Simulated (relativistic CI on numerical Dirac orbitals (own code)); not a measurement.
A reference radial Dirac CI calculation of Cl¹⁵⁺ gave the lowest total energy -279.41896 Ha in 14 SCF steps, from this input:

```
atom Cl  Z=17  charge=15  electrons=2
nucleus A=35  rms_radius_fm=3.3654
hamiltonian dirac-coulomb  breit=on  qed=on  c_scale=1
orbitals kli  potential=per-configuration
slater_scale 1
correlation none
mixing on
grid step=0.0125 r_max=6.5
scf mixing=0.4 start=green max_iterations=150 tolerance=2e-08 node_fill=0.05
configurations
  1s2
  1s 2s
end
```

One setting was then changed, and the output read:

```
SCF 1: 1s2
 iter      energy (Ha)   residual   last orbital (Ha)
    1      -279.427611   7.34e-01   -143.90296
    2      -279.504334   4.40e-01   -140.09845
    3      -279.546747   2.63e-03   -134.51776
    4      -279.546758   2.08e-04   -134.54563
    5      -279.546758   1.41e-06   -134.54304
    6      -279.546758   1.17e-07   -134.54305
    7      -279.546758   2.59e-10   -134.54305
SCF 2: 1s 2s
 iter      energy (Ha)   residual   last orbital (Ha)
    1      -177.953823   4.73e-01    -34.87796
    2      -177.993924   2.83e-01    -34.08933
    3      -178.014195   3.89e-03    -32.95267
    4      -178.014397   2.76e-04    -32.94528
    5      -178.014390   9.43e-06    -32.94482
    6      -178.014390   9.94e-08    -32.94484
    7      -178.014390   2.98e-09    -32.94484
orbital energies (Ha): 1s -134.5430
configuration averages (Ha): Dirac-Coulomb, Breit, QED
  1s2                           -279.546758    0.062107    0.000000
  1s 2s                         -178.014390    0.002941    0.000000
levels: no., configuration, term, J, E (cm-1), weight
   1 1s2                    1S   0                0.0  1.00
   2 1s 2s                  3S   1         22231508.8  1.00
   3 1s 2s                  1S   0         22387257.4  1.00
lowest total energy -279.484657 Ha
end: converged
```

Task: Which setting was changed?
A. grid step
B. charge
C. start potential
D. QED terms

Result: D. The QED terms off.
